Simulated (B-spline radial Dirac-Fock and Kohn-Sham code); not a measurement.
**Dipole and non-dipole photoemission parameters of Ti 2p1/2**

System: the Ti atom in the configuration [Ar] 3d2 4s2; threshold 460.2 eV (tabulated edge). The computed values come from a radial atomic solver: Dirac-Hartree-Slater photoionisation with a Latter tail; cross sections with all multipoles, angular parameters from the dipole term and its interference with E2.

For linearly polarised light dσ/dΩ = σ/(4π) [1 + β P₂(cos θ) + (δ + γ cos²θ) sin θ cos φ], with θ from the polarisation vector and φ the angle between the beam and the projection of the electron momentum on the plane normal to the polarisation.

| hν (eV) | σ (kb) | β | γ | δ |
| --- | --- | --- | --- | --- |
| 809 | 187 | 1.447 | 0.111 | 0.018 |
| 1020 | 102 | 1.462 | 0.238 | 0.023 |
| 1170 | 70.1 | 1.449 | 0.316 | 0.026 |
| 1300 | 52.3 | 1.432 | 0.376 | 0.029 |
| 1950 | 16.2 | 1.318 | 0.600 | 0.045 |
| 4010 | 1.71 | 1.010 | 0.955 | 0.102 |
| 4360 | 1.30 | 0.970 | 0.992 | 0.112 |
| 4750 | 0.980 | 0.930 | 1.029 | 0.122 |
| 5230 | ? | ? | ? | ? |
| 8047.8 | 0.163 | 0.687 | 1.237 | 0.205 |
| 10800 | 0.0580 | 0.563 | 1.345 | 0.266 |
| 12000 | 0.0398 | 0.522 | 1.382 | 0.290 |
| 12700 | 0.0324 | 0.500 | 1.402 | 0.304 |
| 12800 | 0.0315 | 0.497 | 1.405 | 0.306 |
| 12900 | 0.0306 | 0.494 | 1.407 | 0.308 |
| 15000 | 0.0177 | 0.440 | 1.460 | 0.346 |

**Question.** Give the values at 5230 eV.

**Answer.** σ = 0.711 kb, β = 0.884, γ = 1.069, δ = 0.135.
